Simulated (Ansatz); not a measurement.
## What each rung costs, and what it gives

Saddle point of BNH5F3, closed shell (BHF₂ ([F][BH][F]) + NH₃ + HF → BNH₂F₂ ([NH2][B]([F])[F]) + HF + H₂; bonds formed: H2–H7, H5–F8; dative contacts that become bonds: B1–N6; bonds broken: B1–H2, H5–N6, H7–F8), PBE0-D4/def2-TZVP structure:

```
10
angstrom
B -0.5613 -0.1396 -0.6953
H 0.5786 0.6794 -1.2148
F -0.4299 -1.2219 -1.4798
F -1.5728 0.7078 -0.9459
H 0.7563 0.1769 0.9726
N -0.3092 -0.4022 0.7932
H 1.0740 0.7769 -0.5103
F 1.7191 0.8201 0.7061
H -0.2190 -1.3914 0.9955
H -1.0359 -0.0060 1.3784
```

Barriers are electronic and count from the start structure reached by relaxing down the imaginary mode.

Computed with Ansatz 0.2.0 (basis: as named in each row); correlated methods freeze the cores. B3LYP uses VWN-RPA correlation. Extrapolation: Hartree–Fock as exp(−7.88 √X), correlation as X^−2.97.

Times are rough, for one single point on 4 threads of a shared host (Intel Xeon).

The estimate by CCSD(T) at an estimated basis limit (MP2 extrapolated from triple and quadruple zeta, plus CCSD(T) − MP2 in triple zeta) is 28.58 kcal/mol.

```
      method       basis  time (s)  barrier (kcal/mol)  method less estimate
          HF      STO-3G   under 1               45.41                 16.83
      PBE-D4      STO-3G   under 1              -12.57                -41.15
       SPW92    def2-SVP   under 1                9.59                -18.99
    B3LYP-D4       6-31G         1               25.10                 -3.48
      PBE-D4    def2-SVP         1               16.47                -12.12
     PBE0-D4    def2-SVP         1               22.08                 -6.51
       SPW92  def2-TZVPP         3               12.62                -15.96
     BLYP-D4  def2-TZVPP         4               21.35                 -7.23
      PBE-D4  def2-TZVPP         4               19.17                 -9.41
    B3LYP-D4  def2-TZVPP         4               24.82                 -3.76
     wB97M-V    def2-SVP         4               24.46                 -4.13
     PBE0-D4  def2-TZVPP         4               23.87                 -4.71
    BHLYP-D4  def2-TZVPP         4               30.17                  1.58
   r2SCAN-D4  def2-TZVPP         6               21.36                 -7.23
  r2SCAN0-D4  def2-TZVPP         6               25.04                 -3.54
CAM-B3LYP-D4  def2-TZVPP         6               25.39                 -3.19
     CCSD(T)    def2-SVP         8               30.58                  2.00
  RPA on PBE  def2-TZVPP         8               28.73                  0.15
      B2PLYP  def2-TZVPP        10               26.62                 -1.97
    PBE-QIDH  def2-TZVPP        10               27.23                 -1.35
      B97M-V  def2-TZVPP        10               26.55                 -2.03
     wB97X-V  def2-TZVPP        11               26.83                 -1.75
     wB97M-V  def2-TZVPP        11               26.84                 -1.75
         MP2  def2-QZVPP        32               27.30                 -1.28
     CCSD(T)  def2-TZVPP       170               29.13                  0.55
```

All methods are single points on the PBE0-D4 structures; a negative value means that the method puts the saddle structure below the start.

No T1 diagnostic of these runs exceeds 0.013.

Labels in which every atom is bracketed show which atoms are joined, not bond orders.
